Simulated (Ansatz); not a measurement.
Relaxation of AlFH3NO (7 atoms, charge 0, multiplicity 1), to a largest force component of 0.02 eV/Å in at most 40 steps.

These are results of RKS PBE-D4/6-31G* (Ansatz 0.2.0), not measurements.

```xyz
7
Properties=species:S:1:pos:R:3:forces:R:3
Al 0.000 0.000 0.000 -0.43 -0.01 1.60
N 0.000 0.000 1.920 0.12 0.00 -1.67
H -0.877 -0.271 2.450 1.67 0.65 -0.42
H 0.877 0.271 2.450 -1.67 -0.64 -0.38
F 1.464 0.000 -0.845 -0.62 0.12 0.41
O -1.542 0.000 -0.890 0.34 -1.33 0.81
H -2.051 -0.847 -0.681 0.58 1.21 -0.34
```

Problem. Where does it end, and by what steps?

Solution. The forces met the threshold. After 10 steps the energy has fallen by 0.497 eV; O6 moved furthest, 0.42 Å.

```tsv
step	energy less start (eV)	largest force component (eV/Å)	accepted
0	0.0000	1.674	yes
1	-0.3408	1.186	yes
2	-0.4269	1.017	yes
3	-0.4511	0.540	yes
4	-0.4640	0.481	yes
5	-0.4900	0.193	yes
6	-0.4951	0.038	yes
7	-0.4952	0.080	yes
8	-0.4953	0.082	yes
9	-0.4960	0.026	yes
10	-0.4966	0.004	yes
```

```xyz
7
Properties=species:S:1:pos:R:3
Al 0.011 -0.063 0.035
N -0.010 -0.036 1.814
H -0.826 -0.180 2.405
H 0.817 0.143 2.380
F 1.450 0.230 -0.748
O -1.360 -0.374 -0.957
H -2.210 -0.568 -0.526
```

Whether the end is a true minimum wasn't checked by a vibrational analysis.

The run took 23 s on 1 thread of Arm Neoverse V2, with other jobs on the host, peak memory 0.15 GiB.
